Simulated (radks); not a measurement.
Ce36+, 22 electrons, occupied as [Ar] 3d4. All-electron calculation, Dirac Kohn-Sham, PBE, spin-unpolarised, spherical densities, finite nucleus; open shells fill j = l - 1/2 first; Fermi nuclear charge, rms radius 4.8771 fm. Program: a radial shooting solver on a logarithmic mesh with Libxc functionals.

Unscreened Slater integrals over Kohn-Sham orbitals (cm^-1). Large and small components are both included. Empty in this configuration: 3d5/2.

| integral | value |
|---|---|
| F0(3d3/2,3d3/2) | 869950 |
| F2(3d3/2,3d3/2) | 445760 |
| F0(3d3/2,3p3/2) | 799040 |
| F2(3d3/2,3p3/2) | 380930 |
| G1(3d3/2,3p3/2) | 401610 |
| G3(3d3/2,3p3/2) | 268650 |
| F0(3d3/2,3p1/2) | 817720 |
| G1(3d3/2,3p1/2) | 432740 |
| F0(3d3/2,3s1/2) | 794320 |
| G2(3d3/2,3s1/2) | 311130 |
| F0(3d3/2,3d5/2) | 864010 |
| F2(3d3/2,3d5/2) | 443720 |
| G2(3d3/2,3d5/2) | 438990 |
| G4(3d3/2,3d5/2) | 283460 |
| F0(3p3/2,3p3/2) | 757200 |
| F2(3p3/2,3p3/2) | 380020 |
| F0(3p3/2,3p1/2) | 771990 |
| G2(3p3/2,3p1/2) | 382700 |
| F0(3p3/2,3s1/2) | 752670 |
| G1(3p3/2,3s1/2) | 489630 |
| F0(3p3/2,3d5/2) | 794610 |
| F2(3p3/2,3d5/2) | 381640 |
| G1(3p3/2,3d5/2) | 405860 |
| G3(3p3/2,3d5/2) | 271540 |
| F0(3p1/2,3p1/2) | 788080 |
| F0(3p1/2,3s1/2) | 766900 |
| G1(3p1/2,3s1/2) | 488000 |
| F0(3p1/2,3d5/2) | 812920 |
| G3(3p1/2,3d5/2) | 286000 |
| F0(3s1/2,3s1/2) | 749780 |
| F0(3s1/2,3d5/2) | 790090 |
| G2(3s1/2,3d5/2) | 314000 |
| F0(3d5/2,3d5/2) | 858230 |
| F2(3d5/2,3d5/2) | 441880 |
| F4(3d5/2,3d5/2) | 285400 |
